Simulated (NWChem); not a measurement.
System: BeF, doublet; SMILES [Be][F]

NWChem input:

```
start job
memory heap 200 mb stack 900 mb global 1100 mb
geometry units angstroms noautoz
  Be     0.000000     0.000000    -0.967189
  F      0.000000     0.000000     0.429859
end
basis spherical
  * library 6-31g*
end
dft
  odft
  mult 2
  xc revpbe cpbe96
  iterations 150
  mulliken
end
task dft energy
```

Parts of the log:

```
             Northwest Computational Chemistry Package (NWChem) 7.3.0
             --------------------------------------------------------

 ORDER OF PRIMARY AXIS IS BEING SET TO 4
 C4V symmetry detected

                             Geometry "geometry" -> ""
                             -------------------------

 Output coordinates in angstroms (scale by  1.889725989 to convert to a.u.)

  No.       Tag          Charge          X              Y              Z
 ---- ---------------- ---------- -------------- -------------- --------------
    1 Be                   4.0000     0.00000000     0.00000000    -0.96718708
    2 F                    9.0000     0.00000000     0.00000000     0.42986092

 Effective nuclear repulsion energy (a.u.)      13.6361678081

      Symmetry information
      --------------------

 Group name             C4v
 Group number             18
 Group order               8
 No. of unique centers     2

  pbe96 is a nonlocal functional; adding pw91lda local functional.

                                 NWChem DFT Module
                                 -----------------

 Summary of "ao basis" -> "ao basis" (spherical)
 ------------------------------------------------------------------------------
       Tag                 Description            Shells   Functions and Types
 ---------------- ------------------------------  ------  ---------------------
 Be                          6-31g*                  6       14   3s2p1d
 F                           6-31g*                  6       14   3s2p1d

      Symmetry analysis of basis
      --------------------------

        a1         12
        a2          0
        b1          2
        b2          2
        e          12

            General Information
            -------------------
          SCF calculation type: DFT
          Wavefunction type:  spin polarized.
          No. of atoms     :     2
          No. of electrons :    13
           Alpha electrons :     7
            Beta electrons :     6
          Charge           :     0
          Spin multiplicity:     2
          Use of symmetry is: on ; symmetry adaption is: on
          Maximum number of iterations: 150
          AO basis - number of functions:    28
                     number of shells:    12
          Convergence on energy requested:  1.00D-06
          Convergence on density requested:  1.00D-05
          Convergence on gradient requested:  5.00D-04

              XC Information
              --------------
                        RevPBE Exchange Functional  1.000
            Perdew 1991 LDA Correlation Functional  1.000 local
           PerdewBurkeErnz. Correlation Functional  1.000 non-local

             Grid Information
             ----------------
          Grid used for XC integration:  medium
          Radial quadrature: Mura-Knowles
          Angular quadrature: Lebedev.
          Tag              B.-S. Rad. Rad. Pts. Rad. Cut. Ang. Pts.
          ---              ---------- --------- --------- ---------
          Be                  1.05       49           6.0       434
          F                   0.50       49           6.0       434
          Grid pruning is: on
          Number of quadrature shells:    98
          Spatial weights used:  Erf1

      Superposition of Atomic Density Guess
      -------------------------------------

 Sum of atomic energies:        -113.93909606

      Non-variational initial energy
      ------------------------------

 Total energy =    -114.022497
 1-e energy   =    -185.019696
 2-e energy   =      57.361032
 HOMO         =      -0.197209
 LUMO         =       0.107374

   Symmetry analysis of molecular orbitals - initial alpha
   -------------------------------------------------------

 !! scf_movecs_sym_adapt:    4 vectors were symmetry contaminated

  Symmetry fudging

 !! scf_movecs_sym_adapt:    4 vectors were symmetry contaminated

  Numbering of irreducible representations:

     1 a1          2 a2          3 b1          4 b2          5 e

  Orbital symmetries:

     1 a1          2 a1          3 a1          4 a1          5 e
     6 e           7 a1          8 e           9 e          10 a1
    11 a1         12 e          13 e          14 a1         15 b1
    16 b2         17 e

   Symmetry analysis of molecular orbitals - initial beta
   ------------------------------------------------------

 !! scf_movecs_sym_adapt:    4 vectors were symmetry contaminated

  Symmetry fudging

 !! scf_movecs_sym_adapt:    4 vectors were symmetry contaminated

  Numbering of irreducible representations:

     1 a1          2 a2          3 b1          4 b2          5 e

  Orbital symmetries:

     1 a1          2 a1          3 a1          4 a1          5 e
     6 e           7 a1          8 e           9 e          10 a1
    11 a1         12 e          13 e          14 a1         15 b1
    16 b2         17 e

     ---------------------------------------------
      Total Density - Mulliken Population Analysis
     ---------------------------------------------

    Atom       Charge   Shell Charges
 -----------   ------   -------------------------------------------------------
    1 Be   4     3.37   2.00  0.29  0.21  0.77  0.05  0.04
    2 F    9     9.63   2.00  0.96  3.53  0.98  2.15  0.00

     --------------------------------------------
      Spin Density - Mulliken Population Analysis
     --------------------------------------------

    Atom       Charge   Shell Charges
 -----------   ------   -------------------------------------------------------
    1 Be   4     0.97   0.00  0.14  0.07  0.72  0.02  0.00
    2 F    9     0.03   0.00  0.01  0.03 -0.01 -0.00 -0.00

[...]
```

Level: revPBE/6-31G* (spherical d), spin-unrestricted. All runs use the structure optimised with PBE0/def2-SVP, spin-unrestricted. The spin multiplicity was typed, not searched, and may not be the lowest. No stability test was run on the SCF state.
